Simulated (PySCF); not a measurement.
Si(Me)(Cl)3 cation (CH3Cl3Si), SMILES Cl[Si](Cl)(C)Cl (connectivity only; charge and spin as stated), charge +1, multiplicity 2.

Geometry optimised at B3LYP-D3(BJ)/def2-SVP. The spin state was assumed, not searched. The isomer is the one that the SMILES or the coordinates give; other isomers of the formula were not compared.

All values below come from TDA-ωB97X/def2-SVPD (PySCF).

Vertical excitations; the highest root listed may be one member of a degenerate set. The molecule is in vacuum.

List the lowest excited states. (An estimate is asked for; the answer gives what the named calculation found.)


```tsv
state	energy (eV)	λ (nm)	f	main pairs
root 1	2.31	537	0.000	β HOMO→LUMO 99 %
root 2	2.70	459	0.014	β HOMO−2→LUMO (degenerate set)
root 3	2.70	459	0.014	β HOMO−1→LUMO (degenerate set)
root 4	3.22	385	0.015	β HOMO−3→LUMO (degenerate set)
root 5	3.22	385	0.015	β HOMO−4→LUMO (degenerate set)
root 6	4.05	306	0.065	β HOMO−5→LUMO 97 %
root 7	4.20	295	0.001	β HOMO−7→LUMO 48 %, β HOMO−8→LUMO 48 %
root 8	4.20	295	0.001	β HOMO−6→LUMO 48 %, β HOMO−9→LUMO 48 %
root 9	5.37	231	0.023	β HOMO−7→LUMO, β HOMO−8→LUMO (degenerate set)
root 10	5.37	231	0.023	β HOMO−6→LUMO, β HOMO−9→LUMO (degenerate set)
```
Unrestricted roots are not spin-pure.
